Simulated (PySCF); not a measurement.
Computed shifts of a molecule C3H8Si, PBE/pcSseg-1 run with PySCF, GIAO, gas phase, atoms alike by connectivity averaged where their shifts nearly agree, in ppm (number of nuclei): ²⁹Si: -37.1 (1). ¹³C: 144.5 (1), 144.4 (1), -3.2 (1). ¹H: 6.69 (1), 6.55 (2), 4.84 (1), 4.52 (1), 0.56 (3). References: ²⁹Si against TMS (σ = 335.4 ppm); ¹³C against TMS (σ = 182.0 ppm); ¹H against TMS (σ = 31.49 ppm), references at their B3LYP-D3(BJ)/def2-TZVP geometries, non-relativistic. The structure is a stationary point at B3LYP-D3(BJ)/def2-SVP. One conformer was computed; it need not be the lowest.

### Question
Which structure fits?
A) C=C[SiH2]C
B) C=C(C)[SiH3]
C) C/C=C\[SiH3]
D) C1C[SiH2]C1

### Answer
A, C=C[SiH2]C
